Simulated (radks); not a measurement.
Ba XXVI, configuration [Ar] 3d10 4s2 4p1 (the NIST ground configuration). Calculated with a radial shooting solver on a logarithmic mesh with Libxc functionals: Dirac Kohn-Sham, PBE, spin-unpolarised, spherical densities, point nucleus; open shells are shared between the two j in proportion to 2j + 1.

Radial electron density D(r) = 4 pi r^2 rho(r):

r (bohr)  D(r) (e/bohr)
0.001013          2.500
0.001151          3.109
0.001298          3.807
0.001463          4.652
0.00165           5.670
0.001875          6.983
0.002114          8.463
0.002384          10.22
0.002688          12.30
0.003055          14.91
0.003444          17.76
0.003883          21.05
0.004378          24.79
0.004976          29.28
0.00561           33.95
0.006326          39.02
0.007132          44.40
0.008106          50.32
0.00914           55.87
0.01031           61.16
0.01162           65.92
0.01321           70.10
0.01489           72.86
0.01679           74.31
0.01893           74.33
0.02151           72.91
0.02426           70.57
0.02735           67.84
0.03083           65.50
0.03505           64.40
0.03951           65.47
0.04455           68.96
0.05023           74.67
0.05709           82.16
0.06437           88.86
0.07258           93.37
0.08183           94.17
0.093             90.27
0.1049            83.05
0.1182            74.66
0.1333            67.98
0.1515            65.38
0.1708            67.72
0.1926            72.79
0.2172            76.94
0.2468            76.24
0.2783            68.88
0.3138            56.12
0.3538            41.29
0.4021            27.34
0.4533            18.30
0.5111            13.04
0.5763            10.01
0.655             7.462
0.7385            5.057
0.8327            2.886
0.9388            1.340
1.067            0.4562
1.203            0.1266
1.356           0.02627
1.529          0.003948
1.738         0.0003528

D(r) has 3 maxima, at r = 0.0179, 0.0786, 0.230 bohr, and minima at 0.0350, 0.152 bohr, inside which lie 2.03, 11.24 electrons.
